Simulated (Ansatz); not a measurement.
Ansatz (a program for electronic structure) input (B3LYP/6-31G*):

Ansatz 0.2 input:
```yaml
crystal:
  periodic: [false, false, false]
  atoms:
    - {symbol: C, position_ang: [1.90533143, 0.40997115, -0.27275702]}
    - {symbol: N, position_ang: [0.68227112, 0.66500291, 0.42477005]}
    - {symbol: B, position_ang: [-0.51060266, -0.09472038, 0.09767533]}
    - {symbol: O, position_ang: [-0.44786085, -1.45691051, -0.03611328]}
    - {symbol: O, position_ang: [-1.72613828, 0.53867624, -0.01538636]}
    - {symbol: H, position_ang: [2.77411880, 0.79221965, 0.27692068]}
    - {symbol: H, position_ang: [2.04881109, -0.65939495, -0.49718985]}
    - {symbol: H, position_ang: [1.88727268, 0.92368879, -1.25197920]}
    - {symbol: H, position_ang: [-1.33635399, -1.83405384, -0.12457637]}
    - {symbol: H, position_ang: [-1.63672884, 1.48216933, 0.18359683]}
basis:
  gaussian:
    orbitals: 6-31G*
hamiltonian:
  xc: {name: B3LYP}
magnetization: {spin_polarized: true, initial_magnetization: 1}
phonons: {temperatures: {t_min: 298.15, t_max: 298.15, t_step: 100}}
```

Output:

```
Functional definition: B3LYP
integrals: 0.04 GiB planned
936 factors; integrals over basis functions are off by at most 4.4e-4 eV
mean field: 0.45 GiB planned
mean field evaluation 1: about -7371.8272 eV, gradient 4.8e1 eV
mean field evaluation 2: about -7365.6030 eV, gradient 6.4e1 eV
mean field evaluation 4: about -7380.3877 eV, gradient 2.1e0 eV
mean field evaluation 8: about -7380.4222 eV, gradient 8.4e-2 eV
mean field evaluation 16: about -7380.4224 eV, gradient 5.4e-4 eV
mean field -7380.42243092 eV, -271.2255217062 hartree, gradient 6.7e-5 eV, S^2 0.753276; 2 other end points of the search recorded, 0 dependent functions left out
the calculation of the forces begins
reference -7380.42262249 eV, -271.2255287464 hartree; 20, 19 occupied and 65, 66 virtual orbitals, 936 factors
these checks for a lower state are left out or cut short: stability, starts, cluster_reference, orbital_swaps, neighbouring_geometries, increment
integrals: 0.04 GiB planned
936 factors; integrals over basis functions are off by at most 4.4e-4 eV
mean field: 0.45 GiB planned
mean field -7380.42227751 eV, -271.2255160686 hartree, gradient 2.1e-6 eV, S^2 0.753274; 0 other end points of the search recorded, 0 dependent functions left out
the calculation of the forces begins
reference -7380.42246903 eV, -271.2255231067 hartree; 20, 19 occupied and 65, 66 virtual orbitals, 936 factors
these checks for a lower state are left out or cut short: stability, starts, cluster_reference, orbital_swaps, neighbouring_geometries, increment
integrals: 0.04 GiB planned
936 factors; integrals over basis functions are off by at most 4.4e-4 eV
mean field: 0.45 GiB planned
mean field evaluation 32: about -7380.4087 eV, gradient 1.2e-1 eV
mean field -7380.42226599 eV, -271.2255156454 hartree, gradient 2.3e-6 eV, S^2 0.753279; 0 other end points of the search recorded, 0 dependent functions left out
the calculation of the forces begins
reference -7380.42245762 eV, -271.2255226876 hartree; 20, 19 occupied and 65, 66 virtual orbitals, 936 factors
these checks for a lower state are left out or cut short: stability, starts, cluster_reference, orbital_swaps, neighbouring_geometries, increment
integrals: 0.04 GiB planned
936 factors; integrals over basis functions are off by at most 4.4e-4 eV
mean field: 0.45 GiB planned
mean field -7380.42228137 eV, -271.2255162105 hartree, gradient 2.0e-6 eV, S^2 0.753277; 0 other end points of the search recorded, 0 dependent functions left out
the calculation of the forces begins
reference -7380.42247294 eV, -271.2255232506 hartree; 20, 19 occupied and 65, 66 virtual orbitals, 936 factors
these checks for a lower state are left out or cut short: stability, starts, cluster_reference, orbital_swaps, neighbouring_geometries, increment
integrals: 0.04 GiB planned
936 factors; integrals over basis functions are off by at most 4.4e-4 eV
mean field: 0.45 GiB planned
mean field -7380.42227552 eV, -271.2255159956 hartree, gradient 2.2e-6 eV, S^2 0.753276; 0 other end points of the search recorded, 0 dependent functions left out
the calculation of the forces begins
reference -7380.42246710 eV, -271.2255230358 hartree; 20, 19 occupied and 65, 66 virtual orbitals, 936 factors
these checks for a lower state are left out or cut short: stability, starts, cluster_reference, orbital_swaps, neighbouring_geometries, increment
integrals: 0.04 GiB planned
936 factors; integrals over basis functions are off by at most 4.4e-4 eV
mean field: 0.45 GiB planned
mean field -7380.42228356 eV, -271.2255162910 hartree, gradient 1.7e-6 eV, S^2 0.753286; 0 other end points of the search recorded, 0 dependent functions left out
the calculation of the forces begins
reference -7380.42247518 eV, -271.2255233329 hartree; 20, 19 occupied and 65, 66 virtual orbitals, 936 factors
these checks for a lower state are left out or cut short: stability, starts, cluster_reference, orbital_swaps, neighbouring_geometries, increment
integrals: 0.04 GiB planned
936 factors; integrals over basis functions are off by at most 4.4e-4 eV
mean field: 0.45 GiB planned
mean field -7380.42228753 eV, -271.2255164367 hartree, gradient 8.9e-7 eV, S^2 0.753268; 0 other end points of the search recorded, 0 dependent functions left out
the calculation of the forces begins
reference -7380.42247905 eV, -271.2255234752 hartree; 20, 19 occupied and 65, 66 virtual orbitals, 936 factors
these checks for a lower state are left out or cut short: stability, starts, cluster_reference, orbital_swaps, neighbouring_geometries, increment
integrals: 0.04 GiB planned
936 factors; integrals over basis functions are off by at most 4.4e-4 eV
mean field: 0.45 GiB planned
mean field evaluation 64: about -7380.4223 eV, gradient 9.3e-5 eV
[...]
these checks for a lower state are left out or cut short: stability, starts, cluster_reference, orbital_swaps, neighbouring_geometries, increment
integrals: 0.04 GiB planned
936 factors; integrals over basis functions are off by at most 4.4e-4 eV
mean field: 0.45 GiB planned
mean field -7380.42230172 eV, -271.2255169584 hartree, gradient 3.0e-6 eV, S^2 0.753276; 0 other end points of the search recorded, 0 dependent functions left out
the calculation of the forces begins
reference -7380.42249326 eV, -271.2255239971 hartree; 20, 19 occupied and 65, 66 virtual orbitals, 936 factors
these checks for a lower state are left out or cut short: stability, starts, cluster_reference, orbital_swaps, neighbouring_geometries, increment
integrals: 0.04 GiB planned
936 factors; integrals over basis functions are off by at most 4.4e-4 eV
mean field: 0.45 GiB planned
mean field evaluation 320: about -7380.4088 eV, gradient 1.1e-1 eV
mean field -7380.42230226 eV, -271.2255169781 hartree, gradient 2.6e-6 eV, S^2 0.753277; 0 other end points of the search recorded, 0 dependent functions left out
the calculation of the forces begins
reference -7380.42249387 eV, -271.2255240195 hartree; 20, 19 occupied and 65, 66 virtual orbitals, 936 factors
these checks for a lower state are left out or cut short: stability, starts, cluster_reference, orbital_swaps, neighbouring_geometries, increment
integrals: 0.04 GiB planned
936 factors; integrals over basis functions are off by at most 4.4e-4 eV
mean field: 0.45 GiB planned
mean field -7380.42239642 eV, -271.2255204384 hartree, gradient 1.1e-6 eV, S^2 0.753276; 0 other end points of the search recorded, 0 dependent functions left out
the calculation of the forces begins
reference -7380.42258795 eV, -271.2255274770 hartree; 20, 19 occupied and 65, 66 virtual orbitals, 936 factors
these checks for a lower state are left out or cut short: stability, starts, cluster_reference, orbital_swaps, neighbouring_geometries, increment
integrals: 0.04 GiB planned
936 factors; integrals over basis functions are off by at most 4.4e-4 eV
mean field: 0.45 GiB planned
mean field -7380.42239312 eV, -271.2255203172 hartree, gradient 1.3e-6 eV, S^2 0.753277; 0 other end points of the search recorded, 0 dependent functions left out
the calculation of the forces begins
reference -7380.42258474 eV, -271.2255273590 hartree; 20, 19 occupied and 65, 66 virtual orbitals, 936 factors
these checks for a lower state are left out or cut short: stability, starts, cluster_reference, orbital_swaps, neighbouring_geometries, increment
integrals: 0.04 GiB planned
936 factors; integrals over basis functions are off by at most 4.4e-4 eV
mean field: 0.45 GiB planned
mean field -7380.42242649 eV, -271.2255215434 hartree, gradient 2.7e-6 eV, S^2 0.753277; 0 other end points of the search recorded, 0 dependent functions left out
the calculation of the forces begins
reference -7380.42261805 eV, -271.2255285834 hartree; 20, 19 occupied and 65, 66 virtual orbitals, 936 factors
these checks for a lower state are left out or cut short: stability, starts, cluster_reference, orbital_swaps, neighbouring_geometries, increment
integrals: 0.04 GiB planned
936 factors; integrals over basis functions are off by at most 4.4e-4 eV
mean field: 0.45 GiB planned
mean field -7380.42242648 eV, -271.2255215432 hartree, gradient 2.7e-6 eV, S^2 0.753276; 0 other end points of the search recorded, 0 dependent functions left out
the calculation of the forces begins
reference -7380.42261806 eV, -271.2255285836 hartree; 20, 19 occupied and 65, 66 virtual orbitals, 936 factors
these checks for a lower state are left out or cut short: stability, starts, cluster_reference, orbital_swaps, neighbouring_geometries, increment
integrals: 0.04 GiB planned
936 factors; integrals over basis functions are off by at most 4.4e-4 eV
mean field: 0.45 GiB planned
mean field evaluation 352: about -7380.4224 eV, gradient 1.9e-5 eV
mean field -7380.42241905 eV, -271.2255212701 hartree, gradient 2.7e-6 eV, S^2 0.753277; 0 other end points of the search recorded, 0 dependent functions left out
the calculation of the forces begins
reference -7380.42261058 eV, -271.2255283088 hartree; 20, 19 occupied and 65, 66 virtual orbitals, 936 factors
these checks for a lower state are left out or cut short: stability, starts, cluster_reference, orbital_swaps, neighbouring_geometries, increment
integrals: 0.04 GiB planned
936 factors; integrals over basis functions are off by at most 4.4e-4 eV
mean field: 0.45 GiB planned
mean field -7380.42241959 eV, -271.2255212899 hartree, gradient 2.4e-6 eV, S^2 0.753276; 0 other end points of the search recorded, 0 dependent functions left out
the calculation of the forces begins
reference -7380.42261120 eV, -271.2255283314 hartree; 20, 19 occupied and 65, 66 virtual orbitals, 936 factors
these checks for a lower state are left out or cut short: stability, starts, cluster_reference, orbital_swaps, neighbouring_geometries, increment
integrals: 0.04 GiB planned
936 factors; integrals over basis functions are off by at most 4.4e-4 eV
mean field: 0.45 GiB planned
mean field -7380.42227975 eV, -271.2255161508 hartree, gradient 1.0e-6 eV, S^2 0.753277; 0 other end points of the search recorded, 0 dependent functions left out
the calculation of the forces begins
reference -7380.42247136 eV, -271.2255231926 hartree; 20, 19 occupied and 65, 66 virtual orbitals, 936 factors
these checks for a lower state are left out or cut short: stability, starts, cluster_reference, orbital_swaps, neighbouring_geometries, increment
integrals: 0.04 GiB planned
936 factors; integrals over basis functions are off by at most 4.4e-4 eV
mean field: 0.45 GiB planned
mean field -7380.42228257 eV, -271.2255162544 hartree, gradient 2.0e-6 eV, S^2 0.753276; 0 other end points of the search recorded, 0 dependent functions left out
the calculation of the forces begins
reference -7380.42247409 eV, -271.2255232929 hartree; 20, 19 occupied and 65, 66 virtual orbitals, 936 factors
these checks for a lower state are left out or cut short: stability, starts, cluster_reference, orbital_swaps, neighbouring_geometries, increment
integrals: 0.04 GiB planned
936 factors; integrals over basis functions are off by at most 4.4e-4 eV
mean field: 0.45 GiB planned
mean field -7380.42242103 eV, -271.2255213430 hartree, gradient 2.6e-6 eV, S^2 0.753277; 0 other end points of the search recorded, 0 dependent functions left out
the calculation of the forces begins
reference -7380.42261261 eV, -271.2255283834 hartree; 20, 19 occupied and 65, 66 virtual orbitals, 936 factors
these checks for a lower state are left out or cut short: stability, starts, cluster_reference, orbital_swaps, neighbouring_geometries, increment
integrals: 0.04 GiB planned
936 factors; integrals over basis functions are off by at most 4.4e-4 eV
mean field: 0.45 GiB planned
mean field evaluation 384: about -7380.4224 eV, gradient 2.6e-6 eV
mean field -7380.42242203 eV, -271.2255213798 hartree, gradient 2.6e-6 eV, S^2 0.753276; 0 other end points of the search recorded, 0 dependent functions left out
the calculation of the forces begins
reference -7380.42261360 eV, -271.2255284196 hartree; 20, 19 occupied and 65, 66 virtual orbitals, 936 factors
Total energy: -7380.42262249 eV, -271.2255287464 hartree
Atom 0 at     1.905331     0.409971    -0.272757 Å, force     0.002287     0.000936    -0.000915 eV/Å
Atom 1 at     0.682271     0.665003     0.424770 Å, force    -0.000094    -0.000374    -0.000914 eV/Å
Atom 2 at    -0.510603    -0.094720     0.097675 Å, force     0.001178    -0.001278     0.001260 eV/Å
Atom 3 at    -0.447861    -1.456911    -0.036113 Å, force    -0.000238    -0.000177    -0.000188 eV/Å
Atom 4 at    -1.726138     0.538676    -0.015386 Å, force    -0.000516     0.001402    -0.000308 eV/Å
Atom 5 at     2.774119     0.792220     0.276921 Å, force    -0.000845    -0.000761     0.000531 eV/Å
Atom 6 at     2.048811    -0.659395    -0.497190 Å, force    -0.000920     0.001354     0.000304 eV/Å
Atom 7 at     1.887273     0.923689    -1.251979 Å, force    -0.000906    -0.000845     0.000416 eV/Å
Atom 8 at    -1.336354    -1.834054    -0.124576 Å, force     0.000148     0.000639    -0.000013 eV/Å
Atom 9 at    -1.636729     1.482169     0.183597 Å, force    -0.000094    -0.000897    -0.000173 eV/Å
Dipole moment:    -0.045070     0.088262    -0.196569 e Å
Vibrations: 86.51 100.20 204.88 382.75 427.07 516.67 571.15 664.32 779.43 954.19 998.05 1037.82 1101.79 1198.70 1405.31 1421.44 1441.01 1498.62 1531.62 2959.86 3016.99 3083.63 3769.33 3783.82 cm⁻¹, zero-point energy 2.041718 eV
```

The blocks after the first are displaced geometries, from whose forces the wavenumbers follow.
